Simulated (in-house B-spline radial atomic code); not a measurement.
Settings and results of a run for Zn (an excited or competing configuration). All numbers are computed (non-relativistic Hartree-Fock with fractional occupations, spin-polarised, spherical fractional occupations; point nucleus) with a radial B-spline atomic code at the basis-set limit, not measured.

In the input, 3d5,1 would mean five up and one down electron.

Command:
```bash
python run_scf.py task.json out
```
Settings:
```
Z                30
configuration    1s2 2s2 2p6 3s2 3p6 3d5,4 4s2 4p0,1
hamiltonian      nr
method           hf,
spin_polarised   True
```

Output (hartree, bohr):
```
 radial grid: 58 intervals, B-splines of order 8, outer radius 50 bohr

 iter        energy (Eh)    residual
    1       -1776.051138    4.36e-01
    2       -1776.576331    1.27e-01
    3       -1776.993212    1.66e-02
    4       -1776.996088    6.95e-03
    5       -1776.996619    1.06e-03
    6       -1776.996677    4.67e-04
    7       -1776.996690    3.20e-04
    8       -1776.996692    7.80e-05
    9       -1776.996692    5.86e-06
   10       -1776.996692    1.84e-06
   11       -1776.996692    1.73e-07

 total energy                     -1776.99669
 kinetic                            1776.9967
 electron-nucleus                  -4249.0554
 Hartree                             763.8018
 exact exchange                      -68.7398

 orbital      occ     eigenvalue          <r>       <r^2>       <1/r>       r_max
 1s up      1.000      -353.7511    0.0510862  0.00349733     29.5116     0.03372
 1s down    1.000      -353.7510     0.051086  0.00349728     29.5116     0.03372
 2s up      1.000       -44.8681     0.228857   0.0617214     6.46468       0.192
 2s down    1.000       -44.8094     0.228659   0.0615999        6.47       0.192
 2p up      3.000       -39.4251     0.199633    0.048794     6.39873      0.1536
 2p down    3.000       -39.3695     0.199362   0.0486373      6.4049      0.1536
 3s up      1.000        -6.1169     0.684051    0.538805     2.06049      0.5945
 3s down    1.000        -5.9920     0.685967    0.542064     2.05276       0.595
 3p up      3.000        -4.3112     0.709256    0.591274     1.93061      0.5955
 3p down    3.000        -4.1621     0.712867     0.59788     1.91928      0.5964
 3d up      5.000        -1.2334     0.808932    0.832202      1.6102       0.562
 3d down    4.000        -0.9331     0.852639    0.942824     1.55417      0.5717
 4s up      1.000        -0.4178      2.47577     7.09437    0.518376       2.014
 4s down    1.000        -0.4588      2.55312     7.57738    0.502507       2.059
 4p down    1.000        -0.0666        4.185     21.7248    0.314966       2.941
```

Time taken, with all properties: 0.2 s on 1 thread of x86-64 server CPU, on a shared host.

Caution: exact exchange at fractional occupations of open shells leaves self-interaction of up to several eV.
